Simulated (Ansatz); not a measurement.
`C[BH][AlH][OH]` + `CC1BC1` → `C[BH][AlH2]` + `CC1CB1O` at 298.15 K and 1 bar (redistribution).

Program: Ansatz. Geometries: PBE0-D4/def2-TZVP. ΔE: electronic, gas phase. CBS: MP2 limit from def2 TZ/QZ plus the TZ coupled-cluster correction, frozen cores. Each species was taken in one conformer, which may not be the lowest.

```json
{"species": "`C[BH][AlH][OH]`", "CCSD(T)/CBS energy (Eh)": "-383.66926", "H − E (kJ/mol)": "200.9", "S (J/(mol·K))": "342.1"}
{"species": "`CC1BC1`", "CCSD(T)/CBS energy (Eh)": "-143.10234", "H − E (kJ/mol)": "256.9", "S (J/(mol·K))": "291.4"}
{"species": "`C[BH][AlH2]`", "CCSD(T)/CBS energy (Eh)": "-308.41859", "H − E (kJ/mol)": "177.5", "S (J/(mol·K))": "309.9"}
{"species": "`CC1CB1O`", "CCSD(T)/CBS energy (Eh)": "-218.34574", "H − E (kJ/mol)": "279.4", "S (J/(mol·K))": "313.9"}
```

H − E and S are ideal-gas, rigid-rotor, harmonic terms from PBE0-D4/def2-TZVP, for one conformer and one mirror image of each species. 1 Eh = 2625.50 kJ/mol, R = 8.31446 J/(mol·K).

**Question.** By hand: ΔE, ΔH, ΔS and ΔG.

**Answer.** ΔE = (-308.41859) + (-218.34574) − (-383.66926) − (-143.10234) = 0.00727 Eh = 19.1 kJ/mol. Δ(H − E) = 177.5 + 279.4 − 200.9 − 256.9 = -0.9, so ΔH = 18.2 kJ/mol. ΔS = 309.9 + 313.9 − 342.1 − 291.4 = -9.7 J/(mol·K). ΔG = 18.2 − 298.15 × (-9.7)/1000 = 21.1 kJ/mol.

**Question.** By hand: the equilibrium constant, and the temperature at which ΔG would vanish if ΔH and ΔS stayed fixed.

**Answer.** log₁₀ K = −ΔG/(RT ln 10) = -3.7. ΔH and −TΔS have one sign here, so there is no such temperature.

The number of gas molecules stays the same, so ΔS is small and ΔH decides. A doubt of 5 kJ/mol in ΔE shifts log₁₀ K by 0.9 here. Other conformers and mirror images would add mixing entropy, several J/(mol·K) or more a flexible species. Modes under 60 cm⁻¹, often nearly free rotors, make the harmonic entropy too high. These are equilibria of isolated gas molecules and say nothing of rates. Largest T1 diagnostic: 0.012 (customary marks: 0.02 for closed shells, 0.045 for open ones).

ΔS is within the doubt of such terms, so its sign, and with it that verdict, could turn.
